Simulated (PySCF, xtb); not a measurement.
C₂H₈BClSi, SMILES CB(C)[SiH2]Cl.

xtb with GFN2-xTB at its own geometry gives an orbital gap of 3.05 eV and a dipole moment of 3.07 D.

Coordinates come from a PBE0-D3(BJ)/def2-SVP optimisation. This is a generated structure with no PubChem entry under its InChIKey; it may be hypothetical. Other conformers were not sampled.

What does PBE/def2-TZVP in PySCF give? (Estimate from the structure and the level; the computed values follow.)

gap 3.90 eV (levels -6.43 and -2.53 eV), dipole 2.44 D.
